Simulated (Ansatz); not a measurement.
`C[N](C)[AlH][F]` and `C[N]([SiH3])[AlH][F]` differ in one atom or group.

Ansatz, PBE0-D4/def2-TZVP geometries, multiplicity 1. Each molecule was computed in one conformer, which needn't be the lowest.

```tsv
property	`C[N](C)[AlH][F]`
LUMO energy (PBE0/def2-TZVPP) / eV	-0.29
HOMO energy (PBE0/def2-TZVPP) / eV	-6.61
HOMO–LUMO gap (PBE/def2-TZVPP) / eV	4.32
HOMO energy (ωB97M-V/def2-TZVPP) / eV	-8.90
size of the dipole moment (ωB97M-V/def2-TZVPP) / D	1.88
HOMO–LUMO gap (B3LYP/def2-TZVPP) / eV	5.89
```

Problem. What does the change do to each property? (An estimate is asked.)

Solution. Ansatz gave: 
```tsv
property	`C[N]([SiH3])[AlH][F]`	shift
LUMO energy (PBE0/def2-TZVPP) / eV	-0.50	-0.21
HOMO energy (PBE0/def2-TZVPP) / eV	-7.38	-0.77
HOMO–LUMO gap (PBE/def2-TZVPP) / eV	4.84	0.52
HOMO energy (ωB97M-V/def2-TZVPP) / eV	-9.66	-0.76
size of the dipole moment (ωB97M-V/def2-TZVPP) / D	2.02	0.14
HOMO–LUMO gap (B3LYP/def2-TZVPP) / eV	6.43	0.54
```

With PBE0 the HOMO falls by 0.77 eV and the LUMO falls by 0.21 eV, so the gap widens by about 0.56 eV. PBE moves the HOMO by -0.75 eV and ωB97M-V by -0.76 eV. Dipoles are sizes alone; their direction can turn.

B3LYP here is the variant with VWN-RPA as its local correlation; programs differ in this.
